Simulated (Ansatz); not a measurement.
Breaking the Sb1–Sb2 bond in Sb2 (multiplicity 1 held). Energies count from the point at 2.488 Å.


Signs of static correlation in def2-SVP, with CASSCF(10,8), from Ansatz (a quantum-chemistry and plane-wave program) runs.

| R (Å) | T1 of restricted CCSD | ⟨S²⟩ of UHF | largest double amplitude of restricted CCSD | weight of the CASSCF reference in MRCISD | CASSCF natural occupations |
|---|---|---|---|---|---|
| 1.990 | 0.012 | 0.000 | 0.099 | 0.929 | 2.00 1.99 1.98 1.95 1.95 0.06 0.06 0.02 |
| 2.239 | 0.014 | 0.596 | 0.129 | 0.927 | 1.99 1.99 1.97 1.92 1.92 0.09 0.09 0.03 |
| 2.488 | 0.017 | 1.289 | 0.167 | 0.925 | 1.99 1.99 1.96 1.87 1.87 0.14 0.14 0.04 |
| 2.737 | 0.021 | 1.686 | 0.214 | 0.923 | 1.99 1.99 1.94 1.79 1.79 0.22 0.22 0.06 |
| 2.986 | 0.024 | (withheld) | 0.272 | 0.921 | 2.00 1.99 1.90 1.65 1.65 0.36 0.36 0.10 |
| 3.359 | 0.029 | 2.549 | 0.383 | 0.918 | 2.00 1.99 1.78 1.38 1.38 0.62 0.62 0.23 |
| 3.732 | 0.033 | 2.808 | (withheld) | 0.918 | 2.00 2.00 1.58 1.19 1.19 0.81 0.81 0.42 |
| 4.354 | 0.041 | 2.956 | 0.734 | 0.918 | 2.00 2.00 1.30 1.06 1.06 0.94 0.94 0.70 |
| 4.976 | 0.043 | 2.993 | 0.818 | 0.918 | 2.00 2.00 1.15 1.02 1.02 0.98 0.98 0.85 |
| 5.722 | 0.041 | 3.003 | 0.850 | 0.918 | 2.00 2.00 1.06 1.01 1.01 0.99 0.99 0.94 |
| 6.718 | 0.038 | 3.004 | 0.860 | 0.918 | 2.00 2.00 1.02 1.00 1.00 1.00 1.00 0.98 |
| 7.962 | 0.036 | 3.005 | 0.862 | 0.918 | 2.00 2.00 1.00 1.00 1.00 1.00 1.00 1.00 |
| 9.952 | 0.036 | 3.005 | 0.860 | 0.918 | 2.00 2.00 1.00 1.00 1.00 1.00 1.00 1.00 |

Some entries are withheld; supply them.


- 2.986, ⟨S²⟩ of UHF: 2.024
- 3.732, largest double amplitude of restricted CCSD: 0.524

Doubts at one or more of the structures used: a restricted determinant that unrestricted orbitals would lower (R-CCSD(T)/def2-SVP); other coupled-cluster roots lie near (R-CCSD(T)/def2-SVP); a spin-contaminated determinant (U-CCSD(T)/def2-SVP); T1 above 0.05 (U-CCSD(T)/def2-SVP); the program's own flag: large difference (U-CCSD(T)/def2-SVP).
